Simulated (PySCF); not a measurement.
FH6NSi2.
SMILES with atom numbers: `[NH2:1][SiH2:2][SiH2:3][F:4]` (hydrogens: H5, H6 on N1; H7, H8 on Si2; H9, H10 on Si3)

Torsions of this conformer, `[NH2:1][SiH2:2][SiH2:3][F:4]`: N1–Si2–Si3–F4 173°, H–N1–Si2–Si3 158°, H–N1–Si2–Si3 -63°.

The closed-shell ground state was solved at several levels (PySCF, density fitting, gas phase, non-relativistic). Geometry: PBE0-D3(BJ)/def2-SVP, one conformer, isolated molecule.

| level | basis functions | total energy (Eh) | HOMO (eV) | LUMO (eV) | gap (eV) | dipole (D) |
| --- | --- | --- | --- | --- | --- | --- |
| LC-wPBE/pcSseg-2 | 242 | -737.1056 | -10.20 | 1.24 | 11.44 | 2.78 |
| BP86/pcSseg-2 | 242 | -737.4270 | -6.29 | -1.71 | 4.58 | 2.71 |
| PBE0/cc-pVDZ | 94 | -736.8411 | -7.21 | -0.40 | 6.81 | 2.87 |
| BHandHLYP/def2-SVPD | 139 | -736.9007 | -8.73 | 0.07 | 8.80 | 2.82 |
| PBE0/6-31G | 56 | -736.6904 | -7.12 | -0.40 | 6.72 | 3.30 |
| BLYP/pcSseg-2 | 242 | -737.3365 | -6.08 | -1.57 | 4.51 | 2.71 |
| B3LYP/def2-SVPD | 139 | -737.0164 | -7.29 | -0.96 | 6.33 | 2.75 |
| B97-2/pcSseg-2 | 242 | -737.3425 | -7.26 | -0.84 | 6.42 | 2.75 |
| PBE/pcSseg-2 | 242 | -736.8997 | -6.18 | -1.71 | 4.47 | 2.72 |
| LDA/def2-SVPD | 139 | -733.5322 | -6.27 | -1.81 | 4.46 | 2.78 |

**Question.** Estimate the row for PBE0/pcSseg-0, a basis of 56 functions; the other rows only guide the guess.

**Answer.** Total energy -735.7661 Eh, HOMO -7.15 eV, LUMO -0.52 eV, gap 6.63 eV, dipole 3.06 D.

**Question.** How much does the basis alone move the frontier levels among the 3 PBE0 rows (the withheld one included)?

**Answer.** The HOMO by 0.09 eV and the LUMO by 0.12 eV. By rising basis size (HOMO, LUMO in eV): 6-31G -7.12, -0.40; pcSseg-0 -7.15, -0.52; cc-pVDZ -7.21, -0.40.

**Question.** How far do the dipole and the HOMO energy spread over the levels?

**Answer.** The dipole runs from 2.71 to 3.30 D (mean 2.84 D) and the HOMO from -10.20 to -6.08 eV.
